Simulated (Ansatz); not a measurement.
Start from `C[O][Nb](=[NH])([OH])[F]` and change one atom or group to get `C[N](C)[Nb](=[NH])([OH])[F]`.

Ansatz, PBE0-D4/def2-TZVP geometries, multiplicity 1. Each molecule was computed in one conformer, which needn't be the lowest.

Elements past krypton have def2 core potentials.

```tsv
property	`C[O][Nb](=[NH])([OH])[F]`
HOMO–LUMO gap (ωB97M-V/def2-TZVPP) / eV	11.24
size of the dipole moment (B3LYP/def2-TZVPP) / D	2.90
LUMO energy (ωB97M-V/def2-TZVPP) / eV	0.86
HOMO energy (ωB97M-V/def2-TZVPP) / eV	-10.38
HOMO–LUMO gap (PBE/def2-TZVPP) / eV	5.18
HOMO energy (PBE/def2-TZVPP) / eV	-6.61
```

Problem. Give the same properties after the change, and the shifts. (An estimate is asked.)

Solution. The calculation gave: 
```
                                        property  `C[N](C)[Nb](=[NH])([OH])[F]`  shift
         HOMO–LUMO gap (ωB97M-V/def2-TZVPP) / eV                          10.10  -1.14
size of the dipole moment (B3LYP/def2-TZVPP) / D                           2.54  -0.36
           LUMO energy (ωB97M-V/def2-TZVPP) / eV                           0.97   0.11
           HOMO energy (ωB97M-V/def2-TZVPP) / eV                          -9.12   1.26
             HOMO–LUMO gap (PBE/def2-TZVPP) / eV                           4.20  -0.98
               HOMO energy (PBE/def2-TZVPP) / eV                          -5.59   1.02
```

With PBE0 the HOMO rises by 1.17 eV and the LUMO rises by 0.07 eV, so the gap narrows by about 1.10 eV. PBE moves the HOMO by 1.02 eV and ωB97M-V by 1.26 eV. Dipoles are sizes alone; their direction can turn.

B3LYP here is the variant with VWN-RPA as its local correlation; programs differ in this.
